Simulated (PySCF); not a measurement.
GeH3Br, SMILES [GeH3][Br]. Geometry: B3LYP-D3(BJ)/def2-TZVP.

TDA-ωB97X/def2-SVPD (PySCF 2.14.0) puts the lowest singlet excitations at 6.29, 6.29, 7.87, 7.87, 8.46, 8.48 eV.

Q: What are the lowest excitation roots from PySCF with ADC(2)/aug-cc-pVDZ? (An estimate is asked for; the answer gives what the named calculation found.)

A: 6.40, 6.40, 7.36, 7.36, 8.24, 8.27 eV. S1 differs by 0.11 eV (second minus first; roots are paired by order, and the bases may differ).
